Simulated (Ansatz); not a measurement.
Start from `P[SiH]1CS1` and change one atom or group to get `[GeH3][SiH]1CS1`.

Ansatz, PBE0-D4/def2-TZVP geometries, multiplicity 1. Each molecule was computed in one conformer, which needn't be the lowest.

Scalar relativity is left out up to krypton.

```csv
property,`P[SiH]1CS1`
LUMO energy (PBE0/def2-TZVPP) / eV,-0.56
HOMO energy (PBE/def2-TZVPP) / eV,-5.70
HOMO energy (PBE0/def2-TZVPP) / eV,-6.86
LUMO energy (ωB97M-V/def2-TZVPP) / eV,1.28
HOMO–LUMO gap (PBE0/def2-TZVPP) / eV,6.31
HOMO–LUMO gap (B3LYP/def2-TZVPP) / eV,5.86
```

What does the change do to each property? (Best estimate.)

The calculation gave: 
| property | `[GeH3][SiH]1CS1` | shift |
| --- | --- | --- |
| LUMO energy (PBE0/def2-TZVPP) / eV | -0.71 | -0.15 |
| HOMO energy (PBE/def2-TZVPP) / eV | -5.70 | 0.00 |
| HOMO energy (PBE0/def2-TZVPP) / eV | -6.87 | -0.01 |
| LUMO energy (ωB97M-V/def2-TZVPP) / eV | 1.08 | -0.20 |
| HOMO–LUMO gap (PBE0/def2-TZVPP) / eV | 6.16 | -0.15 |
| HOMO–LUMO gap (B3LYP/def2-TZVPP) / eV | 5.74 | -0.12 |

B3LYP here is the variant with VWN-RPA as its local correlation; programs differ in this.
